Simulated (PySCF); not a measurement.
C₂H₉AsIn, charge +1, singlet, at a GFN2-xTB geometry (such geometries of metal compounds can be far from the true shape) (all electrons, no relativity); PBE/STO-3G (PySCF).

Input for PySCF:
```python
from pyscf import gto, scf, dft

mol = gto.M(
    atom='''
In    0.014481    1.007418    0.390691
C     1.765547    1.721581   -0.864279
H     2.603607    1.059787   -0.646092
H     1.991096    2.751679   -0.590602
H     1.462318    1.645594   -1.908337
C    -1.727801    0.723352    1.817329
H    -2.598762    0.471843    1.212449
H    -1.880360    1.651993    2.366035
H    -1.461268   -0.094284    2.486848
As   -0.028756   -1.921173   -0.748905
H     0.488872   -3.079445    0.031212
H     0.672315   -2.377431   -1.980691
H    -1.264896   -2.664097   -1.119100
''',
    basis='sto-3g',
    charge=1,
    spin=0,
    verbose=4,
)

mf = dft.RKS(mol)
mf.xc = 'pbe'
mf.kernel()
```

Predict the main parts of the log of this PySCF run.


```
PySCF version 2.14.0

[INPUT] verbose = 4
[INPUT] num. atoms = 13
[INPUT] num. electrons = 102
[INPUT] charge = 1
[INPUT] spin (= nelec alpha-beta = 2S) = 0
[INPUT] symmetry False subgroup None
[INPUT] Mole.unit = angstrom
[INPUT] Symbol           X                Y                Z      unit          X                Y                Z       unit  Magmom
[INPUT]  1 In     0.014481000000   1.007418000000   0.390691000000 AA    0.027365124010   1.903744112957   0.738298989332 Bohr   0.0
[INPUT]  2 C      1.765547000000   1.721581000000  -0.864279000000 AA    3.336400290047   3.253316591255  -1.633250605213 Bohr   0.0
[INPUT]  3 H      2.603607000000   1.059787000000  -0.646092000000 AA    4.920104166000   2.002707180374  -1.220936931272 Bohr   0.0
[INPUT]  4 H      1.991096000000   2.751679000000  -0.590602000000 AA    3.762626127717   5.199919692717  -1.116076028620 Bohr   0.0
[INPUT]  5 H      1.462318000000   1.645594000000  -1.908337000000 AA    2.763380527022   3.109721972228  -3.606234283374 Bohr   0.0
[INPUT]  6 C     -1.727801000000   0.723352000000   1.817329000000 AA   -3.265070687750   1.366937171656   3.434254088230 Bohr   0.0
[INPUT]  7 H     -2.598762000000   0.471843000000   1.212449000000 AA   -4.910948442927   0.891654043793   2.291196550003 Bohr   0.0
[INPUT]  8 H     -1.880360000000   1.651993000000   2.366035000000 AA   -3.553365415587   3.121814329699   4.471158151135 Bohr   0.0
[INPUT]  9 H     -1.461268000000  -0.094284000000   2.486848000000 AA   -2.761396314591  -0.178170937928   4.699461633422 Bohr   0.0
[INPUT] 10 As    -0.028756000000  -1.921173000000  -0.748905000000 AA   -0.054340964438  -3.630490807909  -1.415225343317 Bohr   0.0
[INPUT] 11 H      0.488872000000  -3.079445000000   0.031212000000 AA    0.923834189968  -5.819307665661   0.058982131800 Bohr   0.0
[INPUT] 12 H      0.672315000000  -2.377431000000  -1.980691000000 AA    1.270491219437  -4.492693470051  -3.742963527391 Bohr   0.0
[INPUT] 13 H     -1.264896000000  -2.664097000000  -1.119100000000 AA   -2.390307016058  -5.034413699275  -2.114792506001 Bohr   0.0

nuclear repulsion = 629.482659865928
number of shells = 34
number of NR pGTOs = 192
number of NR cGTOs = 64
basis = sto-3g
ecp = {}

******** <class 'pyscf.dft.rks.RKS'> ********
method = RKS
initial guess = minao
damping factor = 0
level_shift factor = 0
DIIS = <class 'pyscf.scf.diis.CDIIS'>
diis_start_cycle = 1
diis_space = 8
diis_damp = 0
SCF conv_tol = 1e-09
SCF conv_tol_grad = None
SCF max_cycles = 50
direct_scf = True
direct_scf_tol = 1e-13
XC library pyscf.dft.libxc version 7.1.2
    S. Lehtola, C. Steigemann, M. J. T. Oliveira, and M. A. L. Marques,  SoftwareX 7, 1–5 (2018)
XC functionals = pbe
    J. P. Perdew, K. Burke, and M. Ernzerhof,  Phys. Rev. Lett. 77, 3865 (1996)
    J. P. Perdew, K. Burke, and M. Ernzerhof,  Phys. Rev. Lett. 78, 1396 (1997)
    J. P. Perdew, K. Burke, and M. Ernzerhof,  Phys. Rev. Lett. 77, 3865 (1996)
    J. P. Perdew, K. Burke, and M. Ernzerhof,  Phys. Rev. Lett. 78, 1396 (1997)
radial grids:
    Treutler-Ahlrichs [JCP 102, 346 (1995); DOI:10.1063/1.469408] (M4) radial grids

becke partition: Becke, JCP 88, 2547 (1988); DOI:10.1063/1.454033
pruning grids: <function nwchem_prune>
grids dens level: 3
symmetrized grids: False
atomic radii adjust function: <function treutler_atomic_radii_adjust>
small_rho_cutoff = 0
Set gradient conv threshold to 3.16228e-05
Initial guess from minao.
tot grids = 158808
init E= -7957.23221781597
  HOMO = -0.643693959295138  LUMO = -0.478395556950325  gap/eV = 4.49800
cycle= 1 E= -7974.6339602005  delta_E= -17.4  |g|= 0.689  |ddm|=  3.9
  HOMO = -0.170914837843692  LUMO = -0.0714775751133457  gap/eV = 2.70583
cycle= 2 E= -7974.65527694959  delta_E= -0.0213  |g|= 0.636  |ddm|= 2.66
  HOMO = -0.341496021882542  LUMO = -0.167479242783907  gap/eV = 4.73524
cycle= 3 E= -7974.84878782529  delta_E= -0.194  |g|= 0.109  |ddm|= 1.49
  HOMO = -0.349140434548702  LUMO = -0.163187606039296  gap/eV = 5.06003
cycle= 4 E= -7974.8524760418  delta_E= -0.00369  |g|= 0.048  |ddm|= 0.242
  HOMO = -0.345816236208065  LUMO = -0.16504187355471  gap/eV = 4.91912
cycle= 5 E= -7974.8532922839  delta_E= -0.000816  |g|= 0.00502  |ddm|= 0.0872
  HOMO = -0.346312327243637  LUMO = -0.164532968979107  gap/eV = 4.94647
cycle= 6 E= -7974.85330555078  delta_E= -1.33e-05  |g|= 0.000395  |ddm|= 0.0127
  HOMO = -0.346309838263937  LUMO = -0.164509956411954  gap/eV = 4.94703
cycle= 7 E= -7974.85330564776  delta_E= -9.7e-08  |g|= 9.53e-05  |ddm|= 0.0012
  HOMO = -0.34631452785172  LUMO = -0.164519632845598  gap/eV = 4.94689
cycle= 8 E= -7974.85330564961  delta_E= -1.85e-09  |g|= 7.33e-05  |ddm|= 0.000269
  HOMO = -0.346314523648547  LUMO = -0.164520224898494  gap/eV = 4.94687
cycle= 9 E= -7974.85330565162  delta_E= -2.01e-09  |g|= 8.85e-06  |ddm|= 0.000124
  HOMO = -0.346313647895543  LUMO = -0.164518952777084  gap/eV = 4.94689
cycle= 10 E= -7974.85330565168  delta_E= -5.82e-11  |g|= 1.09e-06  |ddm|= 2.45e-05
  HOMO = -0.346313962437383  LUMO = -0.164519187865944  gap/eV = 4.94689
Extra cycle  E= -7974.85330565168  delta_E= -3.64e-12  |g|= 1.06e-06  |ddm|= 5.17e-06
converged SCF energy = -7974.85330565168
```
